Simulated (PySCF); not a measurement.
CH7ClOSi3, SMILES [Si@@H]1(C[SiH2][Si@@H]1O)Cl. Geometry: B3LYP-D3(BJ)/def2-SVP. The structure was generated by enumeration; whether it is a known compound was not checked. The values are those of a single conformer.

Computed equilibrium geometry at B3LYP-D3(BJ)/def2-SVP (PySCF confirms it by a frequency run) as a Z-matrix (one conformer of several):
```
Si
O 1 1.6825
H 2 0.9652 1 116.69
H 1 1.4941 2 111.70 3 -64.74
Si 1 2.3530 4 119.49 2 132.58
H 5 1.4902 1 127.63 4 -98.33
C 5 1.8981 6 117.25 1 112.84
H 7 1.1007 5 116.22 6 77.28
H 7 1.1058 8 108.39 5 121.74
Si 7 1.9229 8 116.96 9 122.19
H 10 1.4914 7 111.67 8 33.32
H 10 1.4944 11 109.04 7 126.33
Cl 5 2.1014 6 107.90 7 121.41
```
